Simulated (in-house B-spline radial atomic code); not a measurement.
Radial electron density of Sn VI (Sn5+), [Kr] 4d9. Computed with an all-electron radial atomic-structure program (B-spline basis): non-relativistic r2SCAN0, spin-polarised, spherical fractional occupations, exact exchange averaged over the configuration, point nucleus.

Columns: r (bohr), 4πr²n(r) (electrons per bohr), bar.

```
 0.00155    2.274 #
 0.00188    3.236 ##
 0.00229    4.609 ###
 0.00278    6.468 ####
 0.00337    8.961 #####
 0.00409    12.28 #######
 0.00496    16.56 #########
 0.00603       22 ############
 0.00731    28.47 ###############
 0.00888    35.96 ####################
  0.0108       44 ########################
  0.0131    51.67 ############################
  0.0159    58.03 ###############################
  0.0193    61.93 ##################################
  0.0234    62.62 ##################################
  0.0284    60.33 #################################
  0.0344    56.76 ###############################
  0.0418    54.76 ##############################
  0.0508    57.37 ###############################
  0.0616    65.22 ###################################
  0.0748    75.23 #########################################
  0.0908    81.07 ############################################
    0.11    77.97 ##########################################
   0.134    67.38 #####################################
   0.162    58.51 ################################
   0.197    58.61 ################################
   0.239    65.18 ###################################
    0.29    65.93 ####################################
   0.352     53.1 #############################
   0.428    33.51 ##################
   0.519     21.3 ############
    0.63    20.56 ###########
   0.764    23.28 #############
   0.928     21.2 ############
    1.13    14.26 ########
    1.37    7.265 ####
    1.66    2.804 ##
    2.01   0.8088 
    2.44   0.1616 
    2.97  0.02026 
     3.6 0.001539
```

On this grid the curve has 4 maxima, near 0.0234, 0.0908, 0.29, 0.764 bohr.

The 4d up radial function P(r) = rR(r), positive near the nucleus:

```json
{"r (bohr)": "0.0108", "P": "0.001533"}
{"r (bohr)": "0.0159", "P": "0.004503"}
{"r (bohr)": "0.0234", "P": "0.01272"}
{"r (bohr)": "0.0344", "P": "0.03395"}
{"r (bohr)": "0.0508", "P": "0.08476"}
{"r (bohr)": "0.0748", "P": "0.188"}
{"r (bohr)": "0.11", "P": "0.3545"}
{"r (bohr)": "0.162", "P": "0.5299"}
{"r (bohr)": "0.239", "P": "0.5346"}
{"r (bohr)": "0.352", "P": "0.1566"}
{"r (bohr)": "0.519", "P": "-0.5367"}
{"r (bohr)": "0.764", "P": "-1.046"}
{"r (bohr)": "1.13", "P": "-0.9492"}
{"r (bohr)": "1.66", "P": "-0.4869"}
{"r (bohr)": "2.44", "P": "-0.128"}
{"r (bohr)": "3.6", "P": "-0.01274"}
```
